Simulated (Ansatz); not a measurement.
Z-matrix (Å, degrees):
```
In
In 1 3.280
O 1 2.132 2 39.7
O 1 2.132 2 39.7 3 -178.3
F 1 1.954 2 105.1 3 90.8
H 1 1.690 2 129.0 3 -89.2
F 2 1.954 1 105.1 3 -90.9
H 2 1.690 1 129.0 3 89.1
C 3 1.423 1 120.3 2 134.9
C 4 1.423 1 120.4 2 -134.8
H 9 1.094 3 109.8 1 57.8
H 9 1.093 3 111.4 1 -63.0
H 9 1.094 3 109.8 1 176.3
H 10 1.094 4 109.8 1 -176.1
H 10 1.094 4 109.8 1 -57.7
H 10 1.093 4 111.4 1 63.1
```

Charge 0, multiplicity 1. In takes the def2 core potential.

Q: List the ωB97M-V/def2-TZVPP orbital energies in eV (Ansatz). (An estimate is asked.)

A: The calculation gave: Occupied: -675.40, -675.40, -526.65, -526.65, -282.96, -282.96, -131.41, -131.41, -87.80, -87.80, -87.70, -87.70, -87.62, -87.62, -33.26, -33.26, -31.24, -31.04, -24.46, -24.43, -24.36, -24.35, -24.33, -24.18, -24.17, -24.17, -24.09, -24.04, -21.92, -21.47, -16.64, -16.62, -15.74, -15.49, -15.34, -14.74, -14.14, -13.88, -12.78, -12.69, -12.60, -12.56, -12.42, -12.00, -11.48, -11.29, -11.09, -10.85. Lowest empty: 0.54, 0.79, 1.00, 1.24, 1.24, 1.56, 1.77, 2.91.
